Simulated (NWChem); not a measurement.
# BeBrF; SMILES [Br][Be][F]

Program: NWChem. Pople sets run with spherical d functions. STO-3G and 3-21G are far too small for this property and stand as cheap habits. Structure relaxed at the PBE0/def2-SVP level. Field at 589 nm.

Problem. Order these by “anisotropy (bohr³)”, lowest first: B3LYP/def2-SVPD; B3LYP/6-31G*; B3LYP/def2-SVP; B3LYP/STO-3G.

Solution. B3LYP/def2-SVPD (12.5), B3LYP/def2-SVP (17.4), B3LYP/6-31G* (18.7), B3LYP/STO-3G (22.2)
